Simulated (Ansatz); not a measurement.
Species: CH₄Si, net charge -1, doublet state. SMILES of the parent species: C=[SiH2]

Atoms: C1, Si2, H3, H4, H5, H6. Bonds: C1-Si2, C1-H3, C1-H4, Si2-H5, Si2-H6.

Bond lengths (Å) and angles (degrees) optimised at HF/STO-3G with Ansatz (a program for electronic structure); HF/6-31G* with Ansatz; PBE/6-31G* with Ansatz; B3LYP/LANL2DZ with Ansatz, each started from the B3LYP-D3(BJ)/def2-TZVP structure (Ansatz) of the last column. A row stands for all coordinates that are equal there. 6-31G* holds six Cartesian d functions. No wavenumbers were computed at HF/STO-3G, PBE/6-31G*, B3LYP/LANL2DZ, so these may be saddle points.

```json
[
 {"coordinate": "C1-Si2", "HF/STO-3G": "1.904", "HF/6-31G*": "1.907", "PBE/6-31G*": "1.856", "B3LYP/LANL2DZ": "1.856", "B3LYP-D3(BJ)/def2-TZVP": "1.825"},
 {"coordinate": "C1-H3", "HF/STO-3G": "1.091", "HF/6-31G*": "1.087", "PBE/6-31G*": "1.106", "B3LYP/LANL2DZ": "1.097", "B3LYP-D3(BJ)/def2-TZVP": "1.092"},
 {"coordinate": "Si2-H5", "HF/STO-3G": "1.472", "HF/6-31G*": "1.537", "PBE/6-31G*": "1.554", "B3LYP/LANL2DZ": "1.538", "B3LYP-D3(BJ)/def2-TZVP": "1.528"},
 {"coordinate": "Si2-C1-H3", "HF/STO-3G": "123.6", "HF/6-31G*": "121.7", "PBE/6-31G*": "118.6", "B3LYP/LANL2DZ": "121.4", "B3LYP-D3(BJ)/def2-TZVP": "119.7"},
 {"coordinate": "C1-Si2-H5", "HF/STO-3G": "94.5", "HF/6-31G*": "100.1", "PBE/6-31G*": "105.2", "B3LYP/LANL2DZ": "105.5", "B3LYP-D3(BJ)/def2-TZVP": "106.8"},
 {"coordinate": "H3-C1-H4", "HF/STO-3G": "108.6", "HF/6-31G*": "111.6", "PBE/6-31G*": "110.3", "B3LYP/LANL2DZ": "113.1", "B3LYP-D3(BJ)/def2-TZVP": "111.9"},
 {"coordinate": "H5-Si2-H6", "HF/STO-3G": "93.2", "HF/6-31G*": "96.9", "PBE/6-31G*": "98.2", "B3LYP/LANL2DZ": "100.1", "B3LYP-D3(BJ)/def2-TZVP": "100.8"}
]
```

Mean signed difference of all 5 bond lengths from B3LYP-D3(BJ)/def2-TZVP: HF/STO-3G -0.007 Å, HF/6-31G* 0.018 Å, PBE/6-31G* 0.022 Å, B3LYP/LANL2DZ 0.012 Å.
